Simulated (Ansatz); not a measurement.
`[BH2][GeH2][CH]=O` → `O=C[BH][GeH3]`  (isomerisation)

Calculated with Ansatz (gas phase, PBE0-D4/def2-TZVP geometries, no zero-point term in ΔE). CBS: MP2 limit from def2 TZ/QZ plus the TZ coupled-cluster correction, frozen cores. DFT in def2-TZVPP. For Ge outer-core shells are correlated without core-valence functions, which leaves a few kJ/mol of doubt a bond. Scalar relativity is left out up to krypton. Each species was taken in one conformer, which may not be the lowest.

```json
{"level": "CAM-B3LYP-D4", "ΔE (kJ/mol)": "-28.7"}
{"level": "r2SCANh", "ΔE (kJ/mol)": "-31.8"}
```

What does CCSD(T)/CBS give? (Estimate.)

Computed: -26.7 kJ/mol. The listed levels differ from it by -2.0, -5.1 kJ/mol.

Largest T1 diagnostic among the species: 0.018.

At CCSD(T), def2-SVP lies −9.2 kJ/mol from the extrapolated value and def2-TZVPP +0.4 kJ/mol. Leaving LDA and LC-ωPBE aside and taking each functional with its dispersion term where it has one, the values, not all of them listed here, spread over 14.9 kJ/mol, from B97M-V to BHLYP-D4. LDA lies −11.7 kJ/mol from PBE without D4.
